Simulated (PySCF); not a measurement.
B3LYP has the VWN-RPA correlation part, as in Gaussian. 

```xyz
12

N      3.4294     0.0811    -1.0183
C      2.4629     0.0344    -0.3763
Si     0.9115    -0.0404     0.6525
C     -0.2743     1.3478     0.2356
C     -1.3840     0.7587    -0.2626
C     -1.3785    -0.7271    -0.3621
C     -0.2642    -1.3692     0.0535
H      1.3471    -0.1338     2.0697
H     -0.1716     2.4283     0.3457
H     -2.2671     1.3166    -0.5923
H     -2.2576    -1.2425    -0.7638
H     -0.1536    -2.4539     0.0185
```

Charge 0, multiplicity 1.

**Question.** Give the Mulliken and meta-Löwdin atomic charges from B3LYP-D3(BJ)/def2-TZVP // B3LYP-D3(BJ)/def2-SVP (PySCF).

**Answer.** 
| atom | Mulliken (e) | meta-Löwdin (e) |
|---|---|---|
| N1 | -0.02 | -0.18 |
| C2 | -0.22 | -0.15 |
| Si3 | 0.44 | 0.79 |
| C4 | -0.26 | -0.37 |
| C5 | -0.08 | -0.08 |
| C6 | -0.08 | -0.08 |
| C7 | -0.26 | -0.37 |
| H8 | -0.03 | -0.08 |
| H9 | 0.13 | 0.13 |
| H10 | 0.12 | 0.12 |
| H11 | 0.12 | 0.12 |
| H12 | 0.13 | 0.13 |
